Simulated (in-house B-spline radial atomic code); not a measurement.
Configurations of Si II (Si+), with energies counted from [Ne] 3s2 3p1. Computed with a B-spline radial code for spherical atoms: non-relativistic revTPSS, spin-polarised, spherical fractional occupations, point nucleus. Shells without spins written out take the highest spin.

Occupations are held fixed; configurations that lie above the ionisation limit could autoionise.

```csv
configuration,E - E(ref) (eV),highest orbital,its <r> (bohr)
[Ne] 3s2 4s1,8.019,4s up,5.153
[Ne] 3s2 4d1,11.895,4d up,8.308
"[Ne] 3s2 4f(0 up, 1 down)",12.681,4f down,8.656
"[Ne] 3s(0 up, 1 down) 3p(1 up, 0 down) 4p(0 up, 1 down)",17.707,4p down,5.967
[He] 2s2 2p5 3s2 3p1 4s1,111.68,4s up,4.831
[He] 2s2 2p5 3s2 3p1 4p1,113.46,4p up,5.656
```

Question: Order these further configurations by energy, lowest first.
A. [Ne] 3s(1 up, 0 down) 3p(1 up, 0 down) 3d(1 up, 0 down)
B. [He] 2s2 2p5 3s2 3p2
C. [Ne] 3s2 3d1
D. [Ne] 3s1 3p1 4f1
E. [Ne] 3s1 3p2

Answer: E (4.9923 eV), C (8.6925 eV), A (14.208 eV), D (19.032 eV), B (100.71 eV).

Question: How far above the reference does [Ne] 3s(0 up, 1 down) 3p(1 up, 0 down) 4d(1 up, 0 down) lie?

Answer: 19.911 eV; its least bound orbital is 4d up with <r> = 8.143 bohr.
